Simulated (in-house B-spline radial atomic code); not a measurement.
Successive ionisation energies of praseodymium; each step leads to the configuration of the next row (after the last: bare). NIST's values go from ground level to ground level; the uncertainty of those that are theory runs from under 0.1 % in few-electron ions to several per cent in heavy many-electron ones. Computed with an all-electron radial atomic-structure program (B-spline basis): non-relativistic Hartree-Fock, average of the configuration, point nuclei.

This level leaves out relativity, spin-orbit splitting included, which matters for heavy ions.

```tsv
ion	configuration	ionisation energy (eV)	tabulated value (eV)	tabulated kind	computed minus tabulated (eV)	highest orbital	largest mean radius (bohr)
Pr46+	[Ne] 3s2 3p1	3672.0	3832	tabulated theory	-160	3p	0.25701
Pr47+	[Ne] 3s2	3852.0	4030	tabulated theory	-178	3s	0.25581
Pr48+	[Ne] 3s1	?	?	tabulated theory	?	?	?
Pr49+	[He] 2s2 2p6	?	?	tabulated theory	?	?	?
Pr50+	[He] 2s2 2p5	9587.6	9632	tabulated theory	-44	2p	0.10714
Pr51+	[He] 2s2 2p4	?	?	tabulated theory	?	?	?
Pr52+	[He] 2s2 2p3	10107.9	10175	tabulated theory	-67	2p	0.10602
Pr53+	[He] 2s2 2p2	10372.2	10959	tabulated theory	-587	2p	0.10547
Pr54+	[He] 2s2 2p1	10639.3	11262	tabulated theory	-623	2p	0.10493
Pr55+	[He] 2s2	10972.6	11641	tabulated theory	-668	2s	0.10439
Pr56+	[He] 2s1	11208.3	11895.89	tabulated theory	-688	2s	0.10389
Pr57+	1s2	46361.0	48571.71	tabulated theory	-2211	1s	0.025586
Pr58+	1s1	47361.4	49722.44	tabulated theory	-2361	1s	0.025424
```

Task: Fill in the row of Pr48+.

Result: ionisation energy (eV): 3947.5; tabulated value (eV): 4130; computed minus tabulated (eV): -183; highest orbital: 3s; largest mean radius (bohr): 0.25447.

Task: Fill in the row of Pr49+.

Result: ionisation energy (eV): 9331.6; tabulated value (eV): 9378; computed minus tabulated (eV): -46; highest orbital: 2p; largest mean radius (bohr): 0.1077.

Task: Fill in the row of Pr51+.

Result: ionisation energy (eV): 9846.3; tabulated value (eV): 9913; computed minus tabulated (eV): -67; highest orbital: 2p; largest mean radius (bohr): 0.10658.

Task: Where is the largest jump?

Result: From Pr56+ to Pr57+, by a factor of 4.14 (11208 to 46361 eV); the highest orbital goes from 2s to 1s.
